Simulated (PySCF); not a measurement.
Compound: C6H12N2.
SMILES with atom numbers: `[CH2:1]=[CH:2][CH2:3][N:4]([CH3:5])/[N:6]=[CH:7]\[CH3:8]` (hydrogens: H9, H10 on C1; H11 on C2; H12, H13 on C3; H14, H15, H16 on C5; H17 on C7; H18, H19, H20 on C8)

Computed with PySCF at CAM-B3LYP/def2-SVPD, non-relativistic, on one gas-phase PBE0-D3(BJ)/def2-SVP geometry that isn't relaxed in the solvent. The solvent is an IEF-PCM continuum (Bondi radii, 1.10 Å for H, scaled by 1.2), and excitations are vertical TDDFT with non-equilibrium linear response and a frozen core. The model holds no explicit solvent molecules, cavitation or dispersion.

Gas-phase singlets (H = HOMO, L = LUMO):

```
state  E (eV)  λ (nm)      f  leading configurations
   S1   4.972     249  0.068      H→L+1 51%, H→L 16%
   S2   5.426     228  0.004      H→L 80%, H→L+1 16%
   S3   6.006     206  0.011    H→L+2 59%, H→L+1 18%
   S4   6.359     195  0.083  H-1→L+1 29%, H→L+2 16%
   S5   6.471     192  0.020               H→L+3 75%
```

**Question.** How does the list change in chloroform (ε = 4.711)?

**Answer.** 
```json
{"state": "S1", "E (eV)": "4.958", "λ (nm)": "250", "f": "0.104", "leading configurations": "H→L 51%, H→L+1 32%", "change by rank (eV)": "-0.014"}
{"state": "S2", "E (eV)": "5.552", "λ (nm)": "223", "f": "0.005", "leading configurations": "H→L+1 56%, H→L 40%", "change by rank (eV)": "+0.126"}
{"state": "S3", "E (eV)": "6.118", "λ (nm)": "203", "f": "0.022", "leading configurations": "H→L+2 69%", "change by rank (eV)": "+0.112"}
{"state": "S4", "E (eV)": "6.354", "λ (nm)": "195", "f": "0.105", "leading configurations": "H-1→L 30%, H→L+2 14%", "change by rank (eV)": "-0.005"}
{"state": "S5", "E (eV)": "6.634", "λ (nm)": "187", "f": "0.010", "leading configurations": "H→L+3 80%, H→L+5 9%", "change by rank (eV)": "+0.163"}
```

**Question.** How do the frontier levels move from gas to chloroform?

**Answer.** 
```json
{"orbital": "LUMO+2", "gas (eV)": "1.47", "solvent (eV)": "1.58", "change (eV)": "+0.11", "Löwdin shares, gas": "C8 18 %, C7 13 %, C1 10 %, H19 8 %", "Löwdin shares, solvent": "C8 15 %, C7 12 %, C1 12 %, C5 7 %"}
{"orbital": "LUMO+1", "gas (eV)": "1.31", "solvent (eV)": "1.30", "change (eV)": "-0.01", "Löwdin shares, gas": "C7 21 %, N6 20 %, C8 8 %, N4 7 %", "Löwdin shares, solvent": "C7 16 %, C2 16 %, C1 14 %, N6 13 %"}
{"orbital": "LUMO", "gas (eV)": "1.15", "solvent (eV)": "1.22", "change (eV)": "+0.07", "Löwdin shares, gas": "C1 30 %, C2 29 %, H9 7 %, H10 6 %", "Löwdin shares, solvent": "C1 19 %, N6 18 %, C2 17 %, C7 13 %"}
{"orbital": "HOMO", "gas (eV)": "-7.18", "solvent (eV)": "-7.24", "change (eV)": "-0.06", "Löwdin shares, gas": "N4 39 %, N6 20 %, C7 15 %, C5 6 %", "Löwdin shares, solvent": "N4 40 %, N6 19 %, C7 15 %, C5 6 %"}
{"orbital": "HOMO-1", "gas (eV)": "-8.80", "solvent (eV)": "-8.81", "change (eV)": "-0.01", "Löwdin shares, gas": "N6 24 %, C1 21 %, C2 18 %, N4 7 %", "Löwdin shares, solvent": "C1 27 %, C2 24 %, N6 16 %, C3 7 %"}
{"orbital": "HOMO-2", "gas (eV)": "-9.35", "solvent (eV)": "-9.41", "change (eV)": "-0.06", "Löwdin shares, gas": "N6 29 %, C2 19 %, C1 18 %, C7 10 %", "Löwdin shares, solvent": "N6 36 %, C2 13 %, C1 12 %, C7 12 %"}
{"orbital": "HOMO-3", "gas (eV)": "-10.79", "solvent (eV)": "-10.78", "change (eV)": "+0.01", "Löwdin shares, gas": "N6 24 %, C7 12 %, N4 10 %, C3 8 %", "Löwdin shares, solvent": "N6 21 %, C7 10 %, C2 9 %, C3 9 %"}
```

The HOMO–LUMO gap goes from 8.34 to 8.46 eV. Rows go by rank; for LUMO, LUMO+1 and LUMO+2 the atom shares or the degeneracy differ between the runs, so the row needn't follow one orbital.

Shape of the structure used: `[CH2:1]=[CH:2][CH2:3][N:4]([CH3:5])/[N:6]=[CH:7]\[CH3:8]`: C1–C2–C3–N4 136°, C2–C3–N4–C5 85°, C3–N4–N6–C7 -50°.
